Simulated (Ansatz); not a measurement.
`CBC[SiH2]F` + CH₃OH → `CBOC` + `C[SiH2]F`  (ligand exchange at a B–C bond)

Program: Ansatz. Geometries: PBE0-D4/def2-TZVP. ΔE: electronic, gas phase. CCSD(T)/CBS is the MP2 limit (def2-TZVPP, def2-QZVPP) plus CCSD(T) − MP2 in def2-TZVPP, frozen cores. This one scheme is used for every species. Functionals use def2-TZVPP. Each species was taken in one conformer, which may not be the lowest.

`CBC[SiH2]F`:

Cartesian coordinates in Å:
```
C -1.455 1.193 0.605
B 0.069 0.882 0.524
C 0.657 -0.548 0.601
Si 0.922 -1.215 -1.120
F -0.457 -1.168 -1.937
H -1.650 1.999 1.321
H -2.094 0.341 0.844
H -1.776 1.599 -0.364
H 0.828 1.795 0.326
H 0.021 -1.272 1.121
H 1.669 -0.571 1.025
H 1.357 -2.633 -1.076
H 1.910 -0.401 -1.870
```

CH₃OH:

Cartesian coordinates in Å:
```
C -0.345 0.047 0.077
O 0.888 0.296 -0.559
H -1.056 0.778 -0.308
H -0.286 0.169 1.166
H -0.733 -0.955 -0.143
H 1.532 -0.336 -0.233
```

`CBOC`:

```xyz
11

C     1.675    0.638   -0.677
B     0.220    0.488   -0.134
O    -0.254   -0.737    0.169
C    -1.559   -0.938    0.666
H     2.199   -0.314   -0.779
H     1.667    1.142   -1.650
H     2.257    1.290   -0.017
H    -0.505    1.440    0.028
H    -2.100   -1.602   -0.011
H    -2.102    0.008    0.757
H    -1.498   -1.416    1.646
```

`C[SiH2]F`:

```xyz
8

C    -0.817    0.283   -0.471
Si    0.736   -0.264    0.379
F     0.641    0.090    1.941
H    -0.964    1.360   -0.365
H    -0.763    0.050   -1.538
H    -1.691   -0.226   -0.057
H     0.929   -1.732    0.271
H     1.928    0.439   -0.160
```

(1) Is it downhill or uphill in electronic energy at CCSD(T)/CBS, and by how much? (An estimate is asked.)

(2) What do these levels give: ωB97M-V, B2PLYP, revPBE, PBE0, SCS-MP2/def2-TZVPP, CCSD(T)/def2-TZVPP? (Best estimate.)

Largest T1 diagnostic among the species: 0.012.

## Answers

(1) Computed: Downhill: ΔE = -131.9 kJ/mol.

(2) Computed: ωB97M-V -133.2, B2PLYP -140.0, revPBE -130.7, PBE0 -131.0, SCS-MP2/def2-TZVPP -136.1, CCSD(T)/def2-TZVPP -134.4 kJ/mol.

The D4 term adds +5.4 kJ/mol with B3LYP and +3.1 kJ/mol with PBE0; it sums over pairs of atoms, weighted by their polarisabilities, and B3LYP, whose exchange is more repulsive, gets the larger term. In def2-TZVPP, CCSD(T) changes the Hartree–Fock value by +8.2 kJ/mol (the triples alone add +0.2 kJ/mol) and MP2 by +9.0 kJ/mol.

B3LYP here is the variant with VWN-RPA as its local correlation; programs differ in this.
